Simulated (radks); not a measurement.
Spherical quantum dot in the effective-mass picture: electrons in a well V = -V0 / (1 + exp((r - R)/a)) with V0 = 5.87, R = 4.52, a = 0.3, all in effective atomic units (hartree* = m*/eps^2 hartree, bohr* = eps/m* bohr), one dielectric constant everywhere. Method: non-relativistic Kohn-Sham, exchange-only LDA, spin-polarised, spherical densities; computed with a radial shooting solver with Libxc functionals. Levels are named by radial order and angular momentum (1s, 1p, 1d, 2s, ...), and open shells are averaged over m. Results are scaled to m* = 0.162 and eps = 15.1, for which hartree* = 19.33 meV and bohr* = 4.932 nm. Each electron was tried in the lowest free levels, single moves between levels near the top were tried too, and the lowest total energy was kept; such a search can miss a lower state. The series stops at N = 16: beyond it a trial failed or the search could not be trusted, so later rows were left out. At N = 1 the Hartree and exchange-correlation terms need not cancel, so that row can carry a self-interaction error.

\begin{tabular}{lrrrrr}
N & open shells & 2S & addition energy mu(N+1) - mu(N) (meV) & e(HOMO) (meV) & rms radius (nm) \\ \hline
1 & 1s(up 1, down 0) & 1 & 7.611 & -104.87 & 11.53 \\
2 & none & 0 & 9.626 & -97.547 & 12.18 \\
3 & 1p(up 1, down 0) & 1 & 5.327 & -87.808 & 13.04 \\
4 & 1p(up 2, down 0) & 2 & 5.448 & -82.392 & 13.54 \\
5 & 1p(up 3, down 0) & 3 & 7.420 & -76.926 & 13.90 \\
6 & 1p(up 3, down 1) & 2 & 5.027 & -69.766 & 14.20 \\
7 & 1p(up 3, down 2) & 1 & 5.175 & -64.638 & 14.45 \\
8 & none & 0 & 10.17 & -59.431 & 14.66 \\
9 & 1d(up 1, down 0) & 1 & 5.030 & -49.361 & 14.91 \\
10 & 1d(up 2, down 0) & 2 & 5.049 & -44.318 & 15.13 \\
11 & 1d(up 3, down 0) & 3 & 5.053 & -39.266 & 15.32 \\
12 & 1d(up 4, down 0) & 4 & 5.049 & -34.214 & 15.49 \\
13 & 1d(up 5, down 0) & 5 & 6.753 & -29.168 & 15.64 \\
14 & 1d(up 5, down 1) & 4 & 4.852 & -22.517 & 15.78 \\
15 & 1d(up 5, down 2) & 3 & 4.878 & -17.649 & 15.91 \\
16 & 1d(up 5, down 3) & 2 & - & -12.764 & 16.03 \\
\end{tabular}

All shells are closed at N = 2, 8 (there: 1s2 1p6); the second difference of the energy has clear peaks (12 % above both neighbours; the first and last values, which can be the largest, are not judged, and half-filled shells can peak too) at N = 2, 5, 8, 13.
